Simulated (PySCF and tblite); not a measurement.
Values are calculated unless marked as measured or tabulated.
# Barrier and rate of a rotation

System: C₅H₇FOSi, numbered as in [F:1][C:2]1=[CH:3][CH2:4][CH:5]=[C:6]1[O:7][SiH3:8].

Motion: rotation about the C6–O7 bond (torsion C2–C6–O7–Si8 from 0° to 180°, rising). Geometries: GFN2-xTB; energies: PBE0/pcSseg-1 + D3(BJ); zero-point and thermal terms from GFN2-xTB harmonic modes (soft modes blended into free rotors). Rate constants are transition-state-theory values, counting equivalent paths, without tunnelling. Run with tblite and PySCF.

```tsv
point	symmetry	E(GFN2) kcal/mol	E(DFT) kcal/mol	ZPE change kcal/mol	lowest mode cm⁻¹	dipole D
start	Cs	0.0	0.0	0.00	60	0.99
saddle	C1	2.5	1.5	-0.29	45i	2.08
end	Cs	1.3	-0.1	-0.13	58	2.41
```

| Item | Value |
| --- | --- |
| Electronic barrier | 1.5 kcal/mol |
| Barrier with zero-point energy | 1.2 kcal/mol |
| ΔH‡ (298 K) | 0.8 kcal/mol |
| ΔS‡ (298 K, symmetry apart) | -2.2 cal/(mol K) |
| Paths | 2 equivalent paths |
| End point | a different minimum |
| Mean lifetime of the start against this motion at 298 K | under a picosecond |
| Cost | 63 s on 1 thread of Arm Neoverse V2, on a host shared with other jobs (rough), peak memory 0.84 GiB, launched as `OMP_NUM_THREADS=1 python ens_run.py task.json out` |

```csv
T/K,ΔG‡ kcal/mol,k s⁻¹,ΔG kcal/mol,k back s⁻¹
150,1.3,9.2×10¹⁰,-0.3,3.2×10¹⁰
200,1.3,3×10¹¹,-0.4,1.2×10¹¹
250,1.4,6.3×10¹¹,-0.4,2.8×10¹¹
298,1.5,1×10¹²,-0.4,4.9×10¹¹
350,1.6,1.5×10¹²,-0.5,7.5×10¹¹
400,1.7,2×10¹²,-0.5,1×10¹²
500,2.0,2.9×10¹²,-0.6,1.6×10¹²
```

ΔG and ΔG‡ leave out symmetry numbers and mirror images; rates count paths: 2 out, 2 back.

The barrier is low, and the GFN2-xTB saddle may lie off the DFT one, so take it as rough.
